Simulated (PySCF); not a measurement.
Simulation results for CH5AlGeN

Computed with PySCF 2.14.0. Calculation on a computer-drawn molecule: optimised geometry and harmonic frequencies of an isolated molecule of the commonest isotopes, restricted reference for singlets and unrestricted otherwise, frozen core in MP2; on germanium a core potential holds 10 electrons, which the energies leave out, and 3d is frozen in MP2 and coupled-cluster steps.

CH5AlGeN

Start structure:
```xyz
9
CH5AlGeN
C      2.4525    -1.9381    -1.2006
Ge     0.6182    -1.7160    -0.9909
Al     0.0864    -1.1032     1.2165
N     -0.3316    -0.6095     2.8471
H      3.0709    -1.0833    -0.8062
H      2.8475    -2.4493    -2.0633
H     -0.1455    -3.0232    -1.3558
H      0.3132    -0.1731     3.6150
H     -1.2077    -0.6719     3.3529
```

* charge: 1
* multiplicity: 1
* method: HF
* basis: cc-pV(D+d)Z
* basis and core potential on germanium: cc-pVDZ-PP ECP10MDF
* rotational constants: 13.37, 1.472, 1.335 GHz
* total energy: -630.2649 hartree
* convergence status largest gradient component: 3.962e-05 hartree/bohr

Drawn bonds:
```tsv
atom	other atom	order
1	2	2
2	3	1
3	4	1
1	5	1
1	6	1
2	7	1
4	8	1
4	9	1
```

Optimised structure:
```xyz
9
CH5AlGeN
C      2.3618    -1.7237    -1.2697
Ge     0.7584    -2.2761    -0.7622
Al     0.1117    -1.2890     1.3590
N     -0.2792    -0.5543     2.8620
H      2.9466    -1.0318    -0.6770
H      2.8136    -2.0625    -2.1954
H     -0.1876    -3.2234    -1.4486
H     -0.0677    -0.9338     3.7708
H     -0.7538     0.3270     2.9758
```

Modes:
```tsv
frequency (cm⁻¹)	reduced mass (dalton)
91.69	3.584
115.9	1.124
130.9	4.817
180.5	1.047
191.9	6.254
285.5	12.24
541.6	1.225
649.3	1.047
650.4	1.118
705.2	1.128
839.9	1.585
895.9	2.34
910	1.204
955.2	7.463
1506	1.164
1651	1.101
2341	1.021
3312	1.055
3426	1.117
3735	1.052
3813	1.093
```
